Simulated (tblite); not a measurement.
Input of a run (GFN2-xTB geometry optimisation, gas phase (tblite 0.8.0)), started from a force field or distance geometry:
```
{"job": {"kind": "relax", "xc": "GFN2-xTB", "basis": "xTB"}, "charge": 0, "multiplicity": 2}
O      1.675200     0.661700    -1.272700
C      0.896300    -0.155900    -0.488500
O      1.163500    -1.510100    -0.486300
C     -0.072000     0.436300     0.505800
F     -0.181200     1.770100     0.254000
F      0.453000     0.364200     1.770000
C     -1.464400    -0.212700     0.481500
F     -2.306500     0.404800     1.355600
F     -2.033500    -0.130700    -0.741900
F     -1.455200    -1.528700     0.829100
H      1.457700     1.605400    -1.114700
H      1.868300    -1.705200    -1.118000
```

Output (eV, eV/Å):
```
step      E/eV     max force
  0   -1065.53975    1.578
  1   -1065.63253    0.561
  2   -1065.65058    0.414
  3   -1065.66201    0.307
  4   -1065.67283    0.318
  5   -1065.67885    0.203
  6   -1065.68405    0.191
  7   -1065.68748    0.218
  8   -1065.69055    0.177
  9   -1065.69339    0.129
 10   -1065.69590    0.124
 11   -1065.69806    0.167
 12   -1065.70042    0.175
 13   -1065.70323    0.171
 14   -1065.70590    0.167
 15   -1065.70773    0.094
 16   -1065.70889    0.089
 17   -1065.70988    0.089
 18   -1065.71106    0.112
 19   -1065.71232    0.093
 20   -1065.71350    0.104
 21   -1065.71462    0.093
 22   -1065.71570    0.099
 23   -1065.71686    0.079
 24   -1065.71770    0.061
 25   -1065.71843    0.064
 26   -1065.71902    0.073
 27   -1065.71956    0.058
 28   -1065.71993    0.056
 29   -1065.72025    0.047
 30   -1065.72055    0.055
 31   -1065.72106    0.064
 32   -1065.72173    0.071
 33   -1065.72254    0.093
 34   -1065.72335    0.112
 35   -1065.72414    0.109
 36   -1065.72491    0.089
 37   -1065.72577    0.093
 38   -1065.72688    0.128
 39   -1065.72818    0.113
 40   -1065.72945    0.117
 41   -1065.73060    0.095
 42   -1065.73172    0.094
 43   -1065.73289    0.094
 44   -1065.73393    0.091
 45   -1065.73511    0.097
 46   -1065.73618    0.107
 47   -1065.73703    0.069
 48   -1065.73723    0.134
 49   -1065.73758    0.052
 50   -1065.73774    0.039
 51   -1065.73812    0.036
 52   -1065.73855    0.056
 53   -1065.73904    0.065
 54   -1065.73964    0.060
 55   -1065.74030    0.073
 56   -1065.74112    0.072
 57   -1065.74096    0.128
 58   -1065.74162    0.088
 59   -1065.74174    0.050
 60   -1065.74190    0.031
 61   -1065.74208    0.034
 62   -1065.74228    0.036
 63   -1065.74270    0.045
 64   -1065.74305    0.064
 65   -1065.74341    0.077
 66   -1065.74368    0.061
 67   -1065.74406    0.027
 68   -1065.74413    0.023
 69   -1065.74425    0.023
 70   -1065.74432    0.031
 71   -1065.74443    0.046
 72   -1065.74457    0.053
 73   -1065.74477    0.040
 74   -1065.74488    0.024
 75   -1065.74498    0.019
 76   -1065.74506    0.018
 77   -1065.74513    0.018
 78   -1065.74518    0.016
 79   -1065.74522    0.016
 80   -1065.74526    0.015
 81   -1065.74532    0.020
 82   -1065.74541    0.026
 83   -1065.74555    0.033
 84   -1065.74570    0.030
 85   -1065.74579    0.017
 86   -1065.74581    0.007
```

Q: Summarise the run.

A: The energy falls by 4.8 kcal/mol over 86 L-BFGS steps, the largest force on an atom goes from 1.58 to 0.007 eV/Å, and the atoms move by 0.355 Å rms after alignment. Among the bonds, C7–F8 and C7–F10 change most and about equally (-0.033 to -0.032 Å). Bonds longer at the end by more than 0.005 Å: 2 of 11; shorter: 7. Among the angles that change most is C2–C4–F6, from 110.0° to 114.3°. Among the dihedrals that turn most is O1–C2–C4–F5, from 12° to 56°. The energy rose by more than 1e-5 eV at step 57. The first step brought 45 % of the lowering.

Q: What are the final bond lengths?

A: O1–C2 1.366 Å, C2–O3 1.353 Å, C2–C4 1.483 Å, C4–F5 1.364 Å, C4–F6 1.388 Å, C4–C7 1.547 Å, C7–F8 1.330 Å, C7–F9 1.333 Å, C7–F10 1.328 Å, O1–H11 0.965 Å, O3–H12 0.967 Å. Numbering counts from 1 in the input's order; the species is `O[C](O)C(F)(F)C(F)(F)F` [radical].

Time: 0.43 s of wall time. Hardware: one thread, Arm Neoverse V2 (aarch64), shared host.

Its GFN2-xTB frequencies are all real (lowest 39 cm⁻¹).

One conformer stands for the species.

These are computed values.
